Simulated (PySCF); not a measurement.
# PmB: from constants to spectrum

PBE constants of PmB, nonet, about 4.8 electrons in the 4f shell (Mulliken), real f orbitals that mix terms (basis Pm x2c-SVPall, B x2c-SVPall; spin-free X2C with a Gaussian nucleus; PySCF 2.14; masses 144.9127 and 11.0093 u):

- ωe: 478.5 cm⁻¹
- ωexe: 2.27 cm⁻¹
- Be: 0.3019 cm⁻¹
- αe: 0.00183 cm⁻¹
- D (centrifugal): 4.81e-07 cm⁻¹
- De to Pm (4f5 6s2) + B: 2.18 eV

Question: Give the vibrational terms G(v) and spacings up to v = 6.

Answer: G(v) = ωe(v+½) − ωexe(v+½)².

| v | G(v) (cm⁻¹) | G(v) − G(v−1) | Bv (cm⁻¹) |
| --- | --- | --- | --- |
| 0 | 238.7 |  | 0.3010 |
| 1 | 712.6 | 474.0 | 0.2992 |
| 2 | 1182.1 | 469.4 | 0.2973 |
| 3 | 1646.9 | 464.9 | 0.2955 |
| 4 | 2107.3 | 460.3 | 0.2937 |
| 5 | 2563.1 | 455.8 | 0.2918 |
| 6 | 3014.3 | 451.3 | 0.2900 |

A state of this spin cannot dissociate to the ground-state fragments, so its own limit lies higher than the one that De refers to.

These are scalar-relativistic numbers at best; spin–orbit coupling would shift them, the dissociation energy most. With d or f electrons several states lie close, and the lowest PBE0 determinant need not be the measured ground state.
